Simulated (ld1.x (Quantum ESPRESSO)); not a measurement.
u(r) = r·R(r): atom against pseudo-atom (Be (Z = 4))

Columns: radius, all-electron u(r) and pseudo u(r) of the 2p shell (level -5.70 eV) of beryllium in the configuration [He] 2s1.5 2p0; PW91, non-relativistic, PAW scheme, ld1.x (Quantum ESPRESSO) 7.5.

```json
{"r (bohr)": "0.225", "all-electron": "0.0613", "pseudo": "0.0083"}
{"r (bohr)": "0.450", "all-electron": "0.1719", "pseudo": "0.0324"}
{"r (bohr)": "0.675", "all-electron": "0.2825", "pseudo": "0.0706"}
{"r (bohr)": "0.900", "all-electron": "0.3777", "pseudo": "0.1200"}
{"r (bohr)": "1.125", "all-electron": "0.4535", "pseudo": "0.1770"}
{"r (bohr)": "1.350", "all-electron": "0.5126", "pseudo": "0.2375"}
{"r (bohr)": "1.575", "all-electron": "0.5540", "pseudo": "0.2973"}
{"r (bohr)": "1.800", "all-electron": "0.5780", "pseudo": "0.3525"}
{"r (bohr)": "2.025", "all-electron": "0.5868", "pseudo": "0.3996"}
{"r (bohr)": "2.250", "all-electron": "0.5829", "pseudo": "0.4362"}
{"r (bohr)": "2.475", "all-electron": "0.5687", "pseudo": "0.4607"}
{"r (bohr)": "2.700", "all-electron": "0.5468", "pseudo": "0.4726"}
{"r (bohr)": "2.925", "all-electron": "0.5195", "pseudo": "0.4725"}
{"r (bohr)": "3.150", "all-electron": "0.4886", "pseudo": "0.4618"}
{"r (bohr)": "3.375", "all-electron": "0.4559", "pseudo": "0.4426"}
{"r (bohr)": "3.600", "all-electron": "0.4227", "pseudo": "0.4173"}
{"r (bohr)": "3.825", "all-electron": "0.3900", "pseudo": "0.3884"}
{"r (bohr)": "4.050", "all-electron": "0.3585", "pseudo": "0.3583"}
{"r (bohr)": "4.275", "all-electron": "0.3287", "pseudo": "0.3287"}
{"r (bohr)": "4.500", "all-electron": "0.3007", "pseudo": "0.3007"}
{"r (bohr)": "4.725", "all-electron": "0.2745", "pseudo": "0.2745"}
{"r (bohr)": "4.950", "all-electron": "0.2502", "pseudo": "0.2502"}
{"r (bohr)": "5.175", "all-electron": "0.2275", "pseudo": "0.2275"}
{"r (bohr)": "5.400", "all-electron": "0.2062", "pseudo": "0.2062"}
{"r (bohr)": "5.625", "all-electron": "0.1863", "pseudo": "0.1863"}
{"r (bohr)": "5.850", "all-electron": "0.1675", "pseudo": "0.1675"}
```

Problem. How many radial nodes do the two functions have?

Solution. The all-electron 2p function has n − l − 1 = 0; the pseudo-wave has 0.

Problem. At about which radius was the pseudo-wave matched?

Solution. 4.50 bohr. The columns agree to 0.0005 from 4.05 bohr on; several derivatives are matched, so the curves merge somewhat inside the radius.

Problem. Is the pseudo-wave norm-conserving?

Solution. No, it belongs to a PAW set: the norm inside the radius is not constrained, and the difference is carried by the augmentation charge.
